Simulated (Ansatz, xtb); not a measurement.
**A geometry optimisation of C2H4ClMg with r2SCAN-D4/def2-SVP**

The starting geometry of this gas-phase doublet was built from a drawn formula by distance geometry and a force field; its bonds are those of `C[C@H]([Mg])Cl`.

```xyz
8

C    -0.4732   -0.1241   -0.8794
C     0.8459   -0.3533   -0.1482
Cl    2.0989    0.8035   -0.6327
Mg    0.4911   -0.1378    2.0103
H    -1.2602   -0.8343   -0.5477
H    -0.2782   -0.2387   -1.9436
H    -0.8230    0.9420   -0.7038
H     1.1840   -1.4022   -0.3437
```

Q: Predict what it relaxes into with r2SCAN-D4/def2-SVP.

A: A new bond forms, giving a structure with Cl3 bridging C2 and Mg4, given below by its coordinates. Distances that change by over a tenth: C2–Cl3 (1.77 → 1.95 Å). Contacts that close: Cl3–Mg4 (3.23 → 2.59 Å).

The energy falls by 0.30 eV over 9 steps:

```tsv
step	E − E(last) (eV)
1	0.295
2	0.169
3	0.091
4	0.023
5	0.013
6	0.001
7	0.000
8	0.000
9	0.000
```

Final geometry (Å):

```yaml
atoms:
  - { symbol: C, position_ang: [-0.5069, -0.1321, -0.9431] }
  - { symbol: C, position_ang: [0.6274, -0.5188, -0.0324] }
  - { symbol: Cl, position_ang: [2.0774, 0.7627, -0.2910] }
  - { symbol: Mg, position_ang: [0.9629, 0.1554, 1.9706] }
  - { symbol: H, position_ang: [-1.2964, -0.8960, -0.8218] }
  - { symbol: H, position_ang: [-0.2338, -0.1073, -2.0138] }
  - { symbol: H, position_ang: [-0.9537, 0.8413, -0.6828] }
  - { symbol: H, position_ang: [1.1085, -1.4499, -0.3745] }
```

From the same start GFN2-xTB reaches the same bonding as this run.

No frequencies were run, so the end isn't proven a minimum. Open shells are spin-unrestricted. Run with Ansatz 0.2.0, 56 s on 2 threads of Arm Neoverse V1 (shared host).
